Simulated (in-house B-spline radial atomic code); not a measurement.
Ionising Ga⁺ with different functionals

Computed with an all-electron radial atomic-structure program (B-spline basis): four-component Dirac-Coulomb Hamiltonian, Fermi nucleus of rms radius 3.9973 fm, spin-restricted, spherical fractional occupations for the functionals, and exact exchange of hybrids averaged over the configuration. The ionisation energy is the difference of two self-consistent energies, [Ar] 3d10 4s2 → [Ar] 3d10 4s1, without Breit or QED terms; ε is the level of the shell that loses the electron (mean over j).

```tsv
method	rung	ΔSCF (eV)	-ε(4s) (eV)
PBE0	global hybrid	20.69	17.22
LC-wPBE	range-separated hybrid	20.69	19.96
wB97X	range-separated hybrid	20.82	19.75
CAM-B3LYP	range-separated hybrid	20.94	18.76
```

Q: Among the functionals, which spreads more, the ΔSCF values or the orbital energies?

A: The orbital energies: ΔSCF values span about 0.26 eV and the orbital energies 2.74 eV; here energy differences depend much less on the functional than eigenvalues do.

Q: How do they compare with the NIST value?

A: NIST lists 20.515 eV (measured, ground level to ground level). Errors run from +0.17 to +0.43 eV; LC-wPBE is closest (+0.17 eV), but part of that can be cancellation, since the calculations leave out Breit-QED terms, spin polarisation.
